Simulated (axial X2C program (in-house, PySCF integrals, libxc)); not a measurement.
**MnH: computed against measured constants**

Computed with an in-house all-electron X2C program for linear molecules (integrals from PySCF). Spin-free means the one-electron spin-free X2C Hamiltonian; two-component (2c) means X2C with spin–orbit coupling and atomic mean-field two-electron Coulomb and Gaunt terms, so the difference of the two also holds small scalar two-electron terms. Basis: Mn dyall-cv3z [9s10p6d3f2g], H dyall-v3z [6s2p1d] (cores contracted in-house); Gaussian nuclei, density fitting, unrestricted open shells. Masses: Mn 54.938 u, H 1.008 u.

```tsv
Hamiltonian	level	Re (Å)	ωe (cm⁻¹)	ωexe (cm⁻¹)	De (eV)
spin-free	PBE0	1.721	1555.7	25.8	1.84
spin-free	HF	1.778	1550.6	21.9	1.49
spin-free	MP2	1.730	1606.0	24.2	1.66
spin-free	CCSD	1.740	1561.0	26.7	1.68
spin-free	CCSD(T)	1.738	1558.7	27.3	1.66
spin-free	B3LYP	1.730	1511.6	29.6	1.65
2c	PBE0	1.722	1555.0	25.8	1.84
2c	HF	1.778	1550.0	21.9	1.49
2c	MP2	1.730	1605.2	24.3	1.66
2c	CCSD	1.740	1560.2	26.7	1.68
2c	CCSD(T)	1.739	1557.9	27.3	1.66
2c	B3LYP	1.730	1510.9	29.6	1.65
```

De refers to Mn + H.

Correlated methods: 8 electrons correlated (number of frozen shells: Mn 3 s, 2 p; H none), 194 virtual spin orbitals or spinors in MP2, 82 natural virtuals in coupled cluster.

Measured (Huber and Herzberg, Constants of Diatomic Molecules, 1979; state 7Σ): Re (Å) 1.7311, ωe (cm⁻¹) 1548, ωexe (cm⁻¹) 28.8.

Work out the error of each level, computed minus measured.



```json
{"Hamiltonian": "spin-free", "level": "PBE0", "Re (Å)": "-0.010", "ωe (cm⁻¹)": "7.7", "ωexe (cm⁻¹)": "-3.00"}
{"Hamiltonian": "spin-free", "level": "HF", "Re (Å)": "0.047", "ωe (cm⁻¹)": "2.6", "ωexe (cm⁻¹)": "-6.90"}
{"Hamiltonian": "spin-free", "level": "MP2", "Re (Å)": "-0.001", "ωe (cm⁻¹)": "58.0", "ωexe (cm⁻¹)": "-4.60"}
{"Hamiltonian": "spin-free", "level": "CCSD", "Re (Å)": "0.009", "ωe (cm⁻¹)": "13.0", "ωexe (cm⁻¹)": "-2.10"}
{"Hamiltonian": "spin-free", "level": "CCSD(T)", "Re (Å)": "0.007", "ωe (cm⁻¹)": "10.7", "ωexe (cm⁻¹)": "-1.50"}
{"Hamiltonian": "spin-free", "level": "B3LYP", "Re (Å)": "-0.001", "ωe (cm⁻¹)": "-36.4", "ωexe (cm⁻¹)": "0.80"}
{"Hamiltonian": "2c", "level": "PBE0", "Re (Å)": "-0.009", "ωe (cm⁻¹)": "7.0", "ωexe (cm⁻¹)": "-3.00"}
{"Hamiltonian": "2c", "level": "HF", "Re (Å)": "0.047", "ωe (cm⁻¹)": "2.0", "ωexe (cm⁻¹)": "-6.90"}
{"Hamiltonian": "2c", "level": "MP2", "Re (Å)": "-0.001", "ωe (cm⁻¹)": "57.2", "ωexe (cm⁻¹)": "-4.50"}
{"Hamiltonian": "2c", "level": "CCSD", "Re (Å)": "0.009", "ωe (cm⁻¹)": "12.2", "ωexe (cm⁻¹)": "-2.10"}
{"Hamiltonian": "2c", "level": "CCSD(T)", "Re (Å)": "0.008", "ωe (cm⁻¹)": "9.9", "ωexe (cm⁻¹)": "-1.50"}
{"Hamiltonian": "2c", "level": "B3LYP", "Re (Å)": "-0.001", "ωe (cm⁻¹)": "-37.1", "ωexe (cm⁻¹)": "0.80"}
```

The state is one determinant whose occupation by symmetry is held fixed; it was picked as the lowest of a PBE0 search that is not exhaustive. De is counted from the lowest determinant-based energies of the atoms at the same level, without counterpoise correction. Density functionals use the spin component along the axis (collinear). CCSD and (T) use frozen natural virtuals with an MP2 correction for the truncation; (T) itself is uncorrected, so its De runs slightly low. Other states lie close and PBE0, whose exact exchange favours high spin, may order them wrongly; the determinant shown need not be the ground state. The nearest other spin-free determinant of the search, M_S = 2, Λ = 0, lies 0.29 eV up at the distance of the search. With several unpaired electrons one determinant need not be a pure state. Open-shell Ω = 0 determinants with evenly filled partner blocks cannot be reached by this program, so the Ω shown need not be the lowest component.
